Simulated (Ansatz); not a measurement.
Calculated with Ansatz (gas phase, PBE0-D4/def2-TZVP geometries, no zero-point term in ΔE). CCSD(T)/CBS adds triple-zeta CCSD(T) − MP2 to the extrapolated MP2 energy (def2 sets, frozen cores). DFT in def2-TZVPP. For Se outer-core shells are correlated without core-valence functions, which leaves a few kJ/mol of doubt a bond. Scalar relativity is left out up to krypton. One conformer a species, not always the lowest.

Consider the redistribution: `B[Se][SiH2]C` + `BS[SiH2][SiH2][SiH3]` → `B[Se][SiH2][SiH3]` + `BS[SiH2][SiH2]C`.

| level | ΔE (kJ/mol) |
| --- | --- |
| ωB97M-V | 12.6 |
| B2PLYP | 9.6 |

Question: What does CCSD(T)/CBS give? (An estimate is asked.)

Answer: Ansatz gave: +12.4 kJ/mol. The listed levels differ from it by 0.2, -2.8 kJ/mol.

Largest T1 diagnostic among the species: 0.015.

In def2-TZVPP, CCSD(T) changes the Hartree–Fock value by +5.6 kJ/mol (the triples alone add +0.9 kJ/mol) and MP2 by +6.4 kJ/mol. The D4 term adds +3.0 kJ/mol with B3LYP and +1.7 kJ/mol with PBE0; it sums over pairs of atoms, weighted by their polarisabilities, and B3LYP, whose exchange is more repulsive, gets the larger term.

B3LYP here is the variant with VWN-RPA as its local correlation; programs differ in this.
